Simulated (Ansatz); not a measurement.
Job for Ansatz (a program for electronic structure): R-B3LYP/def2-TZVPP on MgO (SMILES [O]=[Mg]).

Ansatz 0.2 input:
```yaml
crystal:
  periodic: [false, false, false]
  atoms:
    - {symbol: Mg, position_ang: [0.00000000, 0.00000000, -0.86965829]}
    - {symbol: O, position_ang: [-0.00000000, -0.00000000, 0.86965829]}
basis:
  gaussian:
    orbitals: def2-TZVPP
hamiltonian:
  xc: {name: B3LYP}
scf: {lower_state_search: off}
```

### Question
What total energy does the run end on?

### Answer
-275.2700 hartree.
